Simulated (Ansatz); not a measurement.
System: CdI (charge +1, singlet). 
Coordinates optimised at B3LYP-D3(BJ)/def2-TZVP (Ansatz, an electronic-structure program):
SMILES: [Cd+][I]
```xyz
2

Cd     0.0000     0.0000    -1.3603
I      0.0000     0.0000     1.2320
```
Charge +1, spin multiplicity 1.

Property: vertical ionisation energy (to the doublet state of charge +2; each state is the SCF solution reached for its spin), in eV. Correlated levels leave the core frozen unless marked. Open shells are spin-unrestricted. No spin-orbit coupling. The frozen core is the preceding noble-gas configuration, with the filled d and f shells of earlier blocks. In def2 rows, elements after Kr have scalar-relativistic effective core potentials. CBS marks a two-point X^-3 extrapolation of the correlation energy; Hartree-Fock from the larger set.

| level | program | vertical ionisation energy (eV) |
|---|---|---|
| SVWN5/def2-TZVPD | Ansatz | ___ |
| PBE/def2-TZVPD | Ansatz | 15.16 |
| r2SCAN/def2-TZVPD | Ansatz | ___ |
| B3LYP/def2-TZVPD | Ansatz | 15.16 |
| PBE0/def2-TZVPD | Ansatz | 15.01 |
| BHLYP/def2-TZVPD | Ansatz | 14.82 |
| CAM-B3LYP/def2-TZVPD | Ansatz | 15.06 |
| wB97M-V/def2-TZVPD | Ansatz | ___ |
| wB97X-V/def2-TZVPD | Ansatz | ___ |
| CCSD/def2-SVPD | Ansatz | 14.57 |
| CCSD/def2-TZVPPD | Ansatz | 14.71 |
| CCSD/def2-QZVPPD | Ansatz | 14.83 |
| CCSD(T)/CBS(def2-TZVPPD,def2-QZVPPD) | Ansatz | 15.08 |

Question: Fill in the missing entries.

Answer: 
- SVWN5/def2-TZVPD, vertical ionisation energy (eV): 15.53
- r2SCAN/def2-TZVPD, vertical ionisation energy (eV): 15.07
- wB97M-V/def2-TZVPD, vertical ionisation energy (eV): 14.84
- wB97X-V/def2-TZVPD, vertical ionisation energy (eV): 14.89
